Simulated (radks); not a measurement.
The nuclear charge of neutral tantalum is varied continuously with 73 electrons held in [Xe] 4f14 5d3 6s2. Method: Dirac Kohn-Sham, PBEsol, spin-unpolarised, spherical densities, point nucleus; open shells fill j = l - 1/2 first; computed with a radial shooting solver on a logarithmic mesh with Libxc functionals. By the Hellmann-Feynman theorem dE/dZ = E(electron-nucleus)/Z, the electronic potential at the nucleus.

Z,E (hartree),E(electron-nucleus)/Z (hartree),HOMO,e(HOMO) (eV),<r> HOMO (bohr)
72.8,-15514.7253,-531.570,5d3/2,-2.147,2.327
72.9,-15567.9394,-532.712,5d3/2,-2.939,2.267
73,-15621.2677,-533.855,5d3/2,-3.770,2.214
73.1,-15674.7103,-534.997,5d3/2,-4.638,2.166
73.2,-15728.2672,-536.140,5d3/2,-5.540,2.122
73.3,-15781.9384,-537.283,5d3/2,-6.476,2.082
73.4,-15835.7238,-538.426,5d3/2,-7.442,2.044
73.5,-15889.6236,-539.570,5d3/2,-8.439,2.010
73.6,-15943.6378,-540.713,5d3/2,-9.464,1.977
73.7,-15997.7663,-541.858,5d3/2,-10.517,1.946
73.8,-16052.0093,-543.002,6s1/2,-11.397,2.954
73.9,-16106.3668,-544.148,6s1/2,-12.235,2.917
74,-16160.8389,-545.293,6s1/2,-13.090,2.882

The central difference of E at Z = 73 is -533.855 hartree, to compare with the third column; the second derivative is -11.4 hartree.
